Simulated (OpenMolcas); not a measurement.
Computed levels of 5s² 5p³ in ions with 51 electrons, in cm-1 above ⁴S°_3/2.

```
Program             : OpenMolcas 26.06
Method              : SS-RASPT2, IPEA 0.25 Eh, imaginary shift 0.1 Eh
Basis               : ANO-R2
Scalar Hamiltonian  : X2C, finite nucleus
Spin-orbit coupling : RASSI with atomic mean-field integrals over the reference wave functions, term energies averaged over their components
```

Active space for each ion: 5 electrons in 9 orbitals (RAS2 5s 5p; RAS3 5d, at most 2 electrons); closed shells correlated by CASPT2: 4d.

```csv
Level,Sb,I2+,Xe3+
²D°_3/2,10150,12470,13710
²D°_5/2,11220,15110,17340
²P°_1/2,18230,25200,28660
²P°_3/2,19670,29200,34530
```

Q: Estimate ²D°_3/2, ²D°_5/2 for Te+ from its neighbours Sb and I2+.

A: ²D°_3/2 is another term, which grows about linearly with the charge: (10150 + 12470) / 2 = 11310. The calculation gives 11380, so the estimate is off by -0.6 %; the measured value is 10222 (NIST Handbook of Basic Atomic Spectroscopic Data).
²D°_5/2 is another term, which grows about linearly with the charge: (11220 + 15110) / 2 = 13165. The calculation gives 13150, so the estimate is off by +0.1 %; the measured value is 12422 (NIST Handbook of Basic Atomic Spectroscopic Data).

Term energies are means over components that CASPT2 splits; among the terms shown or strongly mixed into the levels shown the widest spread is 12 cm-1 (5s² 5p³ ²D°, Xe3+). Some high roots are left out of the spin-orbit mixing, which shifts the levels that they would mix with (holds for Sb). Active for correlation alone: 5d; no level in the range computed is led by a configuration that fills it, so any true level of that kind is missing (holds for Sb). Some terms miss by over 15 % even with CASPT2, which points to a basis or an active space too small for the shells correlated (holds for Sb). The run also gave levels led by 5s² 5p² 5d, which use shells meant for correlation; these and all levels above them are left out (holds for Te+; I2+; Xe3+). Computed and measured levels are paired by configuration, term and J; levels that our copy of the source lacks, or whose pairing is in doubt (as where it misses far off the trend of its configuration), stay unpaired and out of the deviations. Only configurations of the active space appear.

° marks odd parity.
